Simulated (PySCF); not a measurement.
Sn(OH)2(PH2)2 (H6O2P2Sn), SMILES [OH][Sn]([OH])([PH2])[PH2].

Geometry optimised at B3LYP-D3(BJ)/def2-SVP. The structure was generated by enumeration; whether it is a known compound was not checked. The def2 effective core potentials stand for the cores of Sn; spin–orbit coupling is left out. The values are those of a single conformer.

Two levels are set side by side: TDA-PBE/def2-SVPD (PySCF) and TDA-B3LYP/def2-SVPD (PySCF). Vertical, same geometry. The lowest singlet is HOMO−1→LUMO 85 % with PBE and HOMO→LUMO 77 %, HOMO→LUMO+1 14 % with the other functional; states are paired by order. Differences are taken from unrounded values.

| quantity | TDA-PBE |
|---|---|
| lowest singlet excitation (eV) | 4.53 |
| lowest triplet excitation (TDA) (eV) | 3.53 |
| first bright state (f over 0.05) (eV) | 4.81 |
| its oscillator strength | 0.26 |

**Question.** These are the TDA-PBE values. What does TDA-B3LYP give? (Estimate from the structure and the level; the computed values follow.)

**Answer.** 
```csv
quantity,TDA-B3LYP,TDA-PBE minus TDA-B3LYP
lowest singlet excitation (eV),5.17,-0.63
lowest triplet excitation (TDA) (eV),3.70,-0.17
first bright state (f over 0.05) (eV),5.17,-0.36
its oscillator strength,0.48,-0.22
```

Functionals without exact exchange tend to place singlet excitations lower, as here. Differences between two approximate levels are no errors against the true value.

Rough cost on one machine, each run with all the roots and properties that it gave: TDA-B3LYP against TDA-PBE about 2 times.
